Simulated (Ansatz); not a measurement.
Process, species as SMILES: O[Si](O)(Br)Br → [O][Si](O)(Br)Br + H atom (the H-O bond at the site shown breaks; other sites are not compared here)
Structures are relaxed separately at B3LYP-D3(BJ)/def2-TZVP in Ansatz (a program for electronic structure), one conformer each, not searched for the lowest. Frequencies are from Ansatz.

Quantity: bond dissociation energy (enthalpy at 298 K, with B3LYP-D3(BJ) rigid-rotor harmonic-oscillator terms), in eV. Correlated levels leave the core frozen unless marked. Open shells are spin-unrestricted. Spin-orbit coupling is left out. Frozen are the shells of the preceding noble gas and the d and f shells that filled before the atom's block. No relativistic terms. CBS(X,Y): correlation extrapolated as X^-3; Hartree-Fock from the larger set. [CCSD(T)-MP2]/basis is that difference in the basis named.

```json
[
 {"level": "HF/def2-SVP", "program": "Ansatz", "bond dissociation energy (eV)": "3.90"},
 {"level": "revPBE/def2-TZVPD", "program": "Ansatz", "bond dissociation energy (eV)": "4.72"},
 {"level": "PBE0/STO-3G", "program": "Ansatz", "bond dissociation energy (eV)": "4.95"},
 {"level": "PBE0-D3(BJ)/def2-TZVP", "program": "Ansatz + dftd3", "bond dissociation energy (eV)": "5.01"},
 {"level": "PBE0-D4/def2-TZVPD", "program": "Ansatz + dftd4", "bond dissociation energy (eV)": "5.02"},
 {"level": "r2SCAN0/def2-TZVPD", "program": "Ansatz", "bond dissociation energy (eV)": "5.01"},
 {"level": "HSE06-D4/def2-TZVPD", "program": "Ansatz + dftd4", "bond dissociation energy (eV)": "5.02"}
]
```

Problem. What does RI-MP2/CBS(def2-TZVPP,def2-QZVPP)+[CCSD(T)-MP2]/def2-TZVPP (Ansatz) give?

Solution. 5.37 eV, so HSE06-D4/def2-TZVPD differs from it by -0.35 eV.
